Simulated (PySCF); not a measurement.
H₆O₇Si₂. Atoms are numbered in the order given.

```xyz
15

O      2.8593     0.4533     0.3479
Si     1.4213    -0.3427     0.4374
O      1.3921    -1.4691    -0.7597
O      1.2589    -0.9260     1.9641
O      0.1292     0.6752     0.2210
Si    -1.3853     0.4744    -0.3659
O     -1.8166     1.8367    -1.1803
O     -1.2855    -0.8923    -1.3097
O     -2.5604     0.1612     0.7338
H      3.2555     0.4548    -0.5283
H      0.5013    -1.5915    -1.1301
H      2.0478    -1.3289     2.3370
H     -1.0889     2.3461    -1.5486
H     -2.1142    -1.3542    -1.4704
H     -2.9222     0.9184     1.2027
```

The structure is a stationary point at PBE0-D3(BJ)/def2-SVP. Other conformers were not sampled.

Computed with PBE0-D3(BJ)/def2-SVP (PySCF).

Frequencies are harmonic and unscaled.

```
mode  ν (cm⁻¹)  IR (km/mol)  moving atoms (share of kinetic energy)
----  --------  -----------  --------------------------------------
1           27          0.5                          O 89 %, H 10 %
2           44          1.3                           O 90 %, H 9 %
3          150         23.4                          O 70 %, H 23 %
4          168         46.0                          O 51 %, H 48 %
5          172         97.0                          H 50 %, O 48 %
6          184         30.4                          H 49 %, O 48 %
7          217         39.5                          H 53 %, O 42 %
8          237         10.7                          O 58 %, H 36 %
9          256         52.0                          H 67 %, O 28 %
10         265         16.3                          O 54 %, H 38 %
11         301         36.6                          O 51 %, H 42 %
12         333         28.7                 O 57 %, H 28 %, Si 15 %
13         340         10.9                 O 63 %, Si 24 %, H 13 %
14         360         51.5                 O 47 %, H 43 %, Si 10 %
15         370        146.8                 O 52 %, H 37 %, Si 11 %
16         376         56.9                 O 55 %, Si 23 %, H 22 %
17         412         90.1                 O 68 %, Si 17 %, H 15 %
18         431         26.6                  O 67 %, Si 24 %, H 9 %
19         594        132.1                          H 88 %, O 12 %
20         651         80.8                  O 70 %, Si 20 %, H 9 %
21         794        119.1                          O 82 %, H 12 %
22         807        114.6                          H 68 %, O 28 %
23         817        230.4                          H 68 %, O 31 %
24         829        143.7                          H 64 %, O 32 %
25         835        102.4                          H 73 %, O 26 %
26         861        117.9                          H 73 %, O 22 %
27         925         54.7                 Si 39 %, O 35 %, H 26 %
28         954         24.2                  O 49 %, Si 43 %, H 9 %
29         963        442.9                 O 44 %, Si 33 %, H 24 %
30        1001        107.0                 Si 47 %, O 39 %, H 14 %
31        1010        385.6                 Si 45 %, O 40 %, H 15 %
32        1055         10.4                 H 58 %, Si 23 %, O 19 %
33        1097        818.5                 O 62 %, Si 27 %, H 11 %
34        3737        382.0                                  H 94 %
35        3931        152.7                                  H 94 %
36        3938         67.3                                  H 94 %
37        3939        143.0                                  H 94 %
38        3944        128.0                                  H 94 %
39        3946         90.8                                  H 94 %
```
